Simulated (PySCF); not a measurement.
Spin-rotation constants: SMILES C=C/C(CC)=N\N=C, C6H10N2

Geometry (Å), atoms numbered from 1 in this order:
```xyz
18

C    -1.617   -1.527    0.060
C    -0.394   -1.213   -0.357
C     0.226    0.100   -0.250
C     1.707    0.188   -0.502
C     2.493   -0.441    0.650
N    -0.369    1.186    0.053
N    -1.523    1.468    0.499
C    -2.528    1.991   -0.061
H    -2.260   -0.808    0.538
H    -2.006   -2.526   -0.044
H     0.231   -1.972   -0.810
H     1.986    1.237   -0.603
H     1.950   -0.329   -1.433
H     2.259    0.070    1.582
H     2.239   -1.492    0.762
H     3.562   -0.360    0.468
H    -2.630    2.119   -1.135
H    -3.337    2.314    0.572
```

The calculation used GIAO PBE0/pcSseg-1 magnetisability, rotational g tensor and spin-rotation constants, non-relativistic, gas phase in PySCF 2.14.0. Geometry: GFN2-xTB.

(1) Give the nuclear spin-rotation constants along the inertial axes (H = +C I·J) beside the isotropic shieldings.

(2) How do the rotational constants and the g tensor change when H9, H10, H11, H12, H13, H14, H15, H16, H17, H18 are replaced by deuterium?

Results:

(1) Rotational constants 3.2589, 1.3999, 1.0693 GHz. A star marks the isotopologue with that one atom substituted, in its own axes.
```tsv
atom	isotope	Caa (kHz)	Cbb (kHz)	Ccc (kHz)	mean (kHz)	σ (ppm)
N6	14N	0.898	0.259	0.116	0.424	-105.9
N7	14N	1.076	0.111	0.218	0.468	-139.7
H9	1H	0.062	-0.087	-0.078	-0.035	25.7
H10	1H	-0.352	0.147	-0.124	-0.110	25.8
H11	1H	0.075	-0.067	-0.093	-0.028	25.4
H12	1H	-0.324	0.052	-0.122	-0.131	29.4
H13	1H	-0.253	-0.124	-0.013	-0.130	29.4
H14	1H	-0.288	-0.133	-0.017	-0.146	30.6
H15	1H	-0.323	0.017	-0.120	-0.142	30.6
H16	1H	-0.016	-0.120	-0.115	-0.084	30.5
H17	1H	-0.276	-0.153	0.081	-0.116	25.7
H18	1H	0.116	-0.149	-0.051	-0.028	25.8
C1	13C*	1.056	0.648	0.167	0.623	54.2
C2	13C*	1.094	0.615	0.198	0.636	51.5
C3	13C*	1.177	0.535	0.209	0.640	56.5
C4	13C*	0.538	0.226	0.199	0.321	149.5
C5	13C*	0.440	0.203	0.141	0.261	171.1
C8	13C*	1.087	0.236	0.361	0.562	76.1
```
For the geometry as given, no vibrational averaging.

(2) Constants 2.7058, 1.1709, 0.9055 GHz; g -0.0374, -0.0109, -0.0048, against -0.0452, -0.0131, -0.0055 before.
